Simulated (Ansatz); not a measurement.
Program: Ansatz. Geometries: PBE0-D4/def2-TZVP. ΔE: electronic, gas phase. CBS: MP2 limit from def2 TZ/QZ plus the TZ coupled-cluster correction, frozen cores. DFT in def2-TZVPP. HSE06 is defined as in plane-wave codes. For Br outer-core shells are correlated without core-valence functions, which leaves a few kJ/mol of doubt a bond. Scalar relativity is left out up to krypton. One conformer a species, not always the lowest.

`C[N](C)[Al]([OH])[OH]` + `Cl[Si]Br` → `[OH][Al]([OH])[Br]` + `CN(C)[Si]Cl`  (redistribution)

`C[N](C)[Al]([OH])[OH]`:

Z-matrix (Å, degrees):
```
C
N 1 1.440
H 1 1.100 2 111.8
H 1 1.100 2 111.8 3 120.0
H 1 1.093 2 111.2 3 -120.0
C 2 1.444 1 112.6 3 -60.1
Al 2 1.765 1 124.8 3 119.9
H 6 1.092 2 110.7 1 -180.0
H 6 1.100 2 111.5 1 59.9
H 6 1.100 2 111.5 1 -59.8
O 7 1.695 2 124.0 1 -0.3
O 7 1.693 2 117.1 1 179.7
H 11 0.954 7 125.6 2 -0.5
H 12 0.955 7 122.0 2 179.9
```

`Cl[Si]Br`:

Z-matrix (Å, degrees):
```
Si
Cl 1 2.076
Br 1 2.251 2 101.6
```

`[OH][Al]([OH])[Br]`:

Cartesian coordinates in Å:
```
O 0.904 1.298 0.473
Al 0.014 -0.028 -0.049
O -1.288 -0.528 0.887
Br 0.552 -1.105 -1.952
H 1.656 1.636 -0.009
H -1.837 -1.273 0.650
```

`CN(C)[Si]Cl`:

Cartesian coordinates in Å:
```
C 0.456 0.835 1.059
N 0.135 -0.275 0.181
C -0.567 0.143 -1.011
Si 0.639 -1.819 0.717
Cl -0.035 -3.055 -0.854
H -0.453 1.350 1.388
H 0.985 0.475 1.945
H 1.097 1.564 0.550
H -0.796 -0.715 -1.640
H -1.503 0.647 -0.748
H 0.042 0.850 -1.587
```

```csv
level,ΔE (kJ/mol),difference from CCSD(T)/CBS
PBE-D4,-71.7,6.7
BLYP-D4,-68.3,10.1
r2SCAN-D4,-78.3,0.1
PBE0-D4,-76.5,1.9
BHLYP-D4,-76.3,2.1
ωB97M-V,-75.3,3.1
B2PLYP,-75.6,2.8
BLYP,-64.3,14.1
PBE0,-75.1,3.3
r2SCAN0,-79.1,-0.7
HSE06,-75.0,3.4
BHLYP,-74.6,3.8
CCSD/def2-SVP,-79.8,-1.4
HF/def2-TZVPP,-79.7,-1.3
SCS-MP2/def2-TZVPP,-82.2,-3.8
HF/CBS(def2),-79.1,-0.7
CCSD(T)/CBS,-78.4,0
```

Largest T1 diagnostic among the species: 0.013.

From BLYP to BHLYP (50 % exact exchange), in def2-TZVPP and without D4, ΔE moves by −10.3 kJ/mol. Leaving LDA and LC-ωPBE aside and taking each functional with its dispersion term where it has one, the values, not all of them listed here, spread over 14.4 kJ/mol, from PBE-QIDH to BLYP-D4. LDA lies −6.7 kJ/mol from PBE without D4.
